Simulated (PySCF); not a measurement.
C9H14Si.
Atom-mapped SMILES: `[CH3:1][CH2:2][CH2:3][C:4]#[C:5][C:6]1=[CH:7][SiH2:8][C@H:9]1[CH3:10]`

Geometry (GFN2-xTB, Å), atoms numbered from 1 in this order:
```xyz
24
C9H14Si angstrom
C      2.7117   -0.5830    1.6742
C      2.7918   -1.5892    0.5335
C      2.4926   -0.9371   -0.8231
C      1.1351   -0.4394   -0.8853
C     -0.0034   -0.0437   -0.9230
C     -1.3150    0.4436   -0.9238
C     -2.3190    0.2611   -1.8063
Si    -3.5543    1.3045   -0.8483
C     -1.9023    1.3285    0.1618
C     -1.8810    0.6906    1.5419
H      1.7245   -0.1271    1.7044
H      3.4493    0.2064    1.5418
H      2.8975   -1.0706    2.6286
H      2.0758   -2.3957    0.7072
H      3.7920   -2.0278    0.4992
H      3.1818   -0.1025   -0.9879
H      2.6431   -1.6666   -1.6252
H     -2.2759   -0.3122   -2.7190
H     -3.9725    2.5848   -1.4189
H     -4.6713    0.6200   -0.1987
H     -1.3865    2.2916    0.2082
H     -2.3708   -0.2813    1.5181
H     -2.3985    1.3197    2.2639
H     -0.8565    0.5454    1.8861
```

Probes without a nucleus sit at each ring's centroid and 1 Å off its mean plane on both sides; NICS is minus the shielding there, NICSzz its component along the normal. Level: GIAO PBE0/pcSseg-1 (PySCF, non-relativistic, gas phase) on the GFN2-xTB geometry, one conformer.

Ring bond lengths (Å), with Mayer bond orders in brackets: C6–C7 1.349 (1.73), C7–Si8 1.880 (0.95), Si8–C9 1.936 (0.89), C9–C6 1.519 (0.96).

Q: Give the NICS values of each ring in ppm.

A: 
```csv
ring,type,NICS(0),"NICS(1), two faces","NICS(1)zz, two faces",rms pucker (Å),"centre to ring atoms, mean (Å)"
C6–C7–Si8–C9,"4-membered ring with Si; formal bonds 1 double, 3 single",-0.1,-2.5 / -2.6,3.6 / 2.3,0.00,1.18
```

Q: What can be read from them?

A: 
- C6–C7–Si8–C9: mean NICS(1)zz 3.0 ppm, near zero. Si8, C9 have four or more neighbours; no verdict on aromaticity is drawn.

Q: What are the shieldings of the ring atoms and their hydrogens in the same run (means over atoms taken as equivalent)?

A: 
| atoms | environment | σ isotropic (ppm) | principal values of the symmetric part, first atom (ppm) |
| --- | --- | --- | --- |
| C6 | fully substituted alkene carbon | 26.2 | -86.0, 26.5, 138.0 |
| C7 | alkene CH carbon | 43.7 | -65.6, 41.1, 155.5 |
| Si8 | SiH2 silicon | 391.0 | 351.3, 393.5, 428.1 |
| C9 | sp3 carbon bound to silicon | 151.0 | 136.9, 144.6, 171.4 |
| H18 | vinylic hydrogen | 25.49 | 23.1, 24.8, 28.6 |
| H19 | Si–H hydrogen | 26.88 | 23.9, 24.8, 31.9 |
| H20 | Si–H hydrogen | 27.23 | 24.2, 25.7, 31.7 |
| H21 | methine hydrogen | 29.35 | 26.7, 28.2, 33.1 |
